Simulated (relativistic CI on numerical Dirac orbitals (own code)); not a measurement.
Calculated at this level of theory: Dirac-Coulomb-Breit CI, orbitals from a KLI potential per configuration, a model potential for QED, valence Slater integrals scaled by 0.9, P86 correlation estimate, and configurations built on the next ion tied to the tabulated ionisation energy (semi-empirical) (own radial code, finite nucleus).

Configurations in the expansion (outside the closed core [Ar] 3d10): 4s²4p³, 4s²4p²4d, 4s²4p²5s, 4s²4p²5p, 4s²4p²5d, 4s²4p²6s, 4s²4p²4f, 4s²4p²5f, 4s4p⁴, 4p⁵, 4s²4p4d², 4s4p³4d, 4p³4d², 4s4p³4f, 4s²4p4f², 4p⁴4d, 4s²4p4d5s, 4s4p²4d², 4s²4p4d5p, 4p⁴5s, 4s²4p4d4f, 4s4p³5s, 4s²4p5s², 4p³4f². Levels of other configurations are missing.

Configurations that consist of the next ion and one excited electron were tied to the tabulated ionisation energy; Rydberg ones are usually within 1,000 to 3,000 cm⁻¹ and the lowest ones within about 6,000 (9,000 in d shells), while levels on excited terms of the next ion carry the error of that term, and the other configurations can be misplaced by 10,000 cm⁻¹ or more. Rates follow the energies as ν³ (E1, M1) or ν⁵ (E2), so rates, branching and lifetimes can be off by large factors.

Outline of the computed level scheme of Zr VIII. Lowest level of each configuration: 4s²4p³ ⁴S°3/2 at 0.0000 eV; 4s4p⁴ ⁴P5/2 at 23.4015 eV; 4s²4p²4d ⁴F3/2 at 35.5137 eV; 4p⁵ ²P°3/2 at 54.8026 eV; 4s4p³4d ⁶D°1/2 at 55.6727 eV.

Some strong electric-dipole decays among the lowest 45 levels: 4s²4p²4d ²F7/2 → 4s²4p³ ²D°5/2 (1.2e+11 s⁻¹); 4s²4p²4d ²F5/2 → 4s²4p³ ²D°3/2 (1.0e+11 s⁻¹); 4s²4p²4d ²D5/2 → 4s²4p³ ²P°3/2 (1.0e+11 s⁻¹); 4s²4p²4d ⁴P5/2 → 4s²4p³ ⁴S°3/2 (8.6e+10 s⁻¹); 4s²4p²4d ²D3/2 → 4s²4p³ ²P°1/2 (7.5e+10 s⁻¹); 4s²4p²4d ⁴P1/2 → 4s²4p³ ⁴S°3/2 (6.6e+10 s⁻¹); 4s²4p²4d ²D3/2 → 4s²4p³ ²D°3/2 (6.5e+10 s⁻¹); 4s²4p²4d ²P1/2 → 4s²4p³ ²P°1/2 (6.4e+10 s⁻¹).

LS names give the leading component of a level, which can be under half, so a name can repeat, a term be missing and a line seem to break the LS rules.
